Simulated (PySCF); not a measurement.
[Sc(NH2)3], neutral singlet in the gas phase. 

Z-matrix (Å, degrees):
```
Sc
N 1 1.9918
H 2 1.0293 1 127.03
H 2 1.0294 3 106.37 1 180.00
N 1 1.9920 2 119.77 3 179.96
H 5 1.0294 1 126.87 2 -0.01
H 5 1.0295 6 106.33 1 179.90
N 1 1.9923 2 120.02 3 0.03
H 8 1.0294 1 127.03 2 179.89
H 8 1.0294 9 106.35 1 179.90
```
Charge 0, spin multiplicity 1.

All levels are single points at this geometry (BP86-D3(BJ)/def2-SVP); Pople sets use spherical d functions. Orbital energies aren't observables, and empty levels follow the basis.

BP86/6-31G* (LANL2DZ on Sc) in PySCF gives HOMO (eV) = -5.06.

Task: Estimate the HOMO (eV) from each of these levels: B3LYP-D3(BJ)/def2-TZVP in PySCF; TPSSh-D3(BJ)/def2-TZVP in PySCF; B3LYP/3-21G in PySCF; B3LYP/6-31G* (LANL2DZ on Sc) in PySCF; HF/STO-3G in PySCF.

Result: 
| level | HOMO (eV) |
|---|---|
| B3LYP-D3(BJ)/def2-TZVP in PySCF | -6.33 |
| TPSSh-D3(BJ)/def2-TZVP in PySCF | -5.77 |
| B3LYP/3-21G in PySCF | -5.53 |
| B3LYP/6-31G* (LANL2DZ on Sc) in PySCF | -6.08 |
| HF/STO-3G in PySCF | -7.78 |
